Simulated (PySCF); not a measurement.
## (ClSi)4NH6 adamantane: computed shieldings and shifts

(ClSi)4NH6 adamantane, Cl4H6N6Si4, point group C1.

Geometry (Å), atoms numbered from 1 in this order:
```xyz
20

Si   -1.619    0.058   -0.670
Cl   -3.521    0.018   -1.427
N    -0.435    0.044   -1.953
Si    1.196   -0.004   -1.354
Cl    2.559   -0.041   -2.881
N     1.379   -1.383   -0.308
Si    0.242   -1.424    1.013
Cl    0.494   -3.105    2.157
N    -1.368   -1.348    0.351
N     0.539    0.023    1.933
Si    0.303    1.472    0.993
Cl    0.548    3.141    2.154
N    -1.306    1.465    0.300
N     1.392    1.409   -0.357
H    -0.652   -0.555   -2.747
H     2.343   -1.555   -0.021
H    -1.723   -2.231   -0.016
H     0.164    0.056    2.879
H    -2.069    1.692    0.936
H     1.396    2.283   -0.883
```

GIAO calculations in PySCF 2.14.0 with density-fitted response routines on the PBE0-D3(BJ)/def2-SVP structure: isolated species, non-relativistic, equivalent atoms averaged; basis pcSseg-1.

(1) Give the isotropic shieldings (ppm) with PBE0, wB97X-D.

(2) And the chemical shifts, against references computed in the same way?

(3) Which part of the shielding of Cl2/Cl5/Cl8/Cl12 depends on the functional?

## Answers

(1) 
```csv
atoms,environment,PBE0,wB97X-D
Cl2/Cl5/Cl8/Cl12,chlorine bonded to Si,883,890
Si1/Si4/Si7/Si11,"silicon bonded to Cl, 3 N",370.2,367.7
N3/N6/N9/N10/N13/N14,"nitrogen bonded to 2 Si, H",182.2,185.7
H15/H16/H17/H18/H19/H20,hydrogen on a nitrogen bonded to 2 Si,29.90,30.08
HOMO–LUMO gap (eV),–,7.17,10.89
```

(2) 
| atoms | nucleus, reference | PBE0 | wB97X-D |
| --- | --- | --- | --- |
| Cl2/Cl5/Cl8/Cl12 | 35Cl, HCl | 60 | 50 |
| Si1/Si4/Si7/Si11 | 29Si, TMS | -18.2 | -14.7 |
| N3/N6/N9/N10/N13/N14 | 15N, NH3 | 83.4 | 78.2 |
| H15/H16/H17/H18/H19/H20 | 1H, TMS | 1.37 | 1.30 |

(3) Diamagnetic: PBE0 1148, wB97X-D 1148 ppm; paramagnetic: PBE0 -265, wB97X-D -258 ppm. The diamagnetic part, set mainly by inner electrons, hardly moves; the paramagnetic part goes with low-lying magnetically allowed excitations and carries the spread.

Experimental scales use liquid or dissolved standards, which lie at an offset from isolated NH3 (liquid NH3: subtract about 20 ppm).
